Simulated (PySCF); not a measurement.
Bi (bismuth, neutral): UHF calculation

Configuration: [Xe] 4f14 5d10 6s1 6p4, high-spin 4P determinant (an excited configuration). All numbers are calculated (PySCF 2.14, a scalar-relativistic core potential, in aug-cc-pVTZ-PP with one added diffuse shell each of d, f type with ECP60MDF (6s5p5d3f, 67 functions)).

```json
{
 "Total energy": "-213.253897 hartree",
 "One-electron energy": "-371.0812 hartree",
 "Hartree (Coulomb) energy": "173.9312 hartree",
 "Exchange energy": "-16.1039 hartree",
 "⟨S²⟩": "3.8024",
 "⟨L²⟩": "2.024",
 "Sum of ⟨r⟩": "34.17 bohr",
 "Sum of ⟨r²⟩": "72.47 bohr²",
 "Traceless quadrupole moment −½Σ⟨3z² − r²⟩ along its main axis": "-4.95 e·bohr²"
}
```

| shell | electrons | mean orbital energy (eV) | spread (eV) | rms radius, mean of both spins (bohr) |
| --- | --- | --- | --- | --- |
| 5s α | 1 | -184.11 | 0 | 0.899 |
| 5s β | 1 | -183.39 | 0 | 0.899 |
| 5p α | 3 | -118.09 | 0.345 | 1.02 |
| 5p β | 3 | -117.68 | 0.121 | 1.02 |
| 5d α | 5 | -37.914 | 0.448 | 1.32 |
| 5d β | 5 | -37.152 | 0.234 | 1.32 |
| 6s α | 1 | -23.079 | 0 | 2.37 |
| 6p α | 3 | -9.814 | 1.124 | 3.23 |
| 6p β | 1 | -5.582 | 0 | 3.23 |

Energies and moments cover only the electrons outside the core potential. Spin-orbit coupling is strong in this species (close to jj coupling), so the high-spin LS determinant is a model state, not a physical level.
